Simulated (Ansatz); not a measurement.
```yaml
crystal:
  periodic: [false, false, false]
  atoms:
    - {symbol: S, position_ang: [-1.560657, -0.287915, -0.054287]}
    - {symbol: Si, position_ang: [0.265460, 0.825596, -0.038772]}
    - {symbol: Zn, position_ang: [0.667749, -3.020688, 1.321828]}
    - {symbol: H, position_ang: [-1.335794, -0.852868, -1.252796]}
    - {symbol: H, position_ang: [0.316499, 1.796246, -1.160786]}
    - {symbol: H, position_ang: [0.261222, 1.543101, 1.257991]}
    - {symbol: H, position_ang: [1.446721, -0.071472, -0.118877]}
basis:
  gaussian: {orbitals: def2-mTZVPP, fitting: {mean_field: def2-universal-jkfit}, nuclear_model: gaussian}
total_charge: 1
magnetization: {spin_polarized: true, initial_magnetization: 1}
hamiltonian: {xc: {name: BHLYP}, dispersion: d3bjatm}
output: {forces: true}
```

```sh
$ ansatz run in.yaml --threads 2 --pin off --events-out ev --progress --plain --max-ram 4352MiB
```

Output, abridged:

```
Functional definition: BHLYP
592 factors; integrals over basis functions are off by at most 3.4e-1 eV
mean field evaluation 1: about -67186.2532 eV, gradient 2.1e1 eV
mean field evaluation 2: about -67183.0784 eV, gradient 3.1e1 eV
mean field evaluation 4: about -67189.0726 eV, gradient 2.0e0 eV
mean field evaluation 8: about -67189.1043 eV, gradient 8.9e-2 eV
mean field evaluation 16: about -67189.1045 eV, gradient 8.4e-5 eV
mean field -67189.10446043 eV, -2469.1540465099 hartree, gradient 8.4e-5 eV, S^2 0.755739; 2 other end points of the search recorded, 0 dependent functions left out
reference -67189.10464322 eV, -2469.1540532273 hartree; 32, 31 occupied and 75, 76 virtual orbitals, 592 factors
Total energy: -67189.37178943 eV, -2469.1638706695 hartree
Atom 0 at    -1.560657    -0.287915    -0.054287 Å, force     0.041645    -0.948097     0.087871 eV/Å
Atom 1 at     0.265460     0.825596    -0.038772 Å, force     1.006196     1.120475     0.040007 eV/Å
Atom 2 at     0.667749    -3.020688     1.321828 Å, force    -0.394392     0.414747    -0.182806 eV/Å
Atom 3 at    -1.335794    -0.852868    -1.252796 Å, force    -0.143464     0.042209     0.041209 eV/Å
Atom 4 at     0.316499     1.796246    -1.160786 Å, force    -0.134148    -0.360350     0.230098 eV/Å
Atom 5 at     0.261222     1.543101     1.257991 Å, force    -0.050917    -0.288174    -0.245704 eV/Å
Atom 6 at     1.446721    -0.071472    -0.118877 Å, force    -0.324920     0.019191     0.029325 eV/Å
Dipole moment:     0.456411    -0.882209     0.204968 e Å
```

It took 6.5 s on 2 threads of an Arm Neoverse N1 on a shared host, with 0.24 GiB of host memory at the peak.
